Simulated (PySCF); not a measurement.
def2 core potentials replace the inner electrons of Sn.

Excitations are Tamm–Dancoff values on a coarser integration grid. The basis has no diffuse functions, so Rydberg states are missing or too high.

Cartesian coordinates (Å):
```xyz
29

C      4.5720     0.5188     0.1666
C      3.4371    -0.1220     0.9490
C      2.0766     0.0603     0.2851
C      0.9444    -0.5850     1.0769
Sn    -0.9303    -0.3281     0.0995
O     -1.4893     1.5732     0.2258
C     -2.3384     2.1393    -0.7317
O     -2.5004    -1.3820     0.7020
C     -3.3955    -0.8875     1.6585
O     -0.7630    -0.8301    -1.8038
C     -1.8773    -1.1665    -2.5850
H      5.5413     0.3716     0.6662
H      4.6501     0.0908    -0.8456
H      4.4165     1.6036     0.0538
H      3.6333    -1.2013     1.0771
H      3.4001     0.2999     1.9690
H      2.1077    -0.3611    -0.7346
H      1.8758     1.1387     0.1591
H      1.0944    -1.6691     1.2006
H      0.8444    -0.1459     2.0820
H     -1.9278     2.0813    -1.7581
H     -2.4799     3.2075    -0.4930
H     -3.3429     1.6716    -0.7490
H     -4.3791    -1.3656     1.5092
H     -3.0713    -1.1182     2.6921
H     -3.5429     0.2072     1.5958
H     -2.3562    -0.2735    -3.0315
H     -2.6526    -1.7145    -2.0195
H     -1.5468    -1.8132    -3.4161
```
Charge 0, spin multiplicity 1.

### Question
Estimate the brightest of the four lowest singlets (TDA), hole reorganisation energy (four-point) and T1 excitation (TDA) that CAM-B3LYP-D3(BJ)/def2-SVP // PBE0-D3(BJ)/def2-SVP (PySCF 2.14.0) returns for this input.

### Answer

| Property | Value |
|---|---|
| brightest of the four lowest singlets (TDA) | 6.57 eV |
| hole reorganisation energy (four-point) | 1.726 eV |
| T1 excitation (TDA) | 5.19 eV |
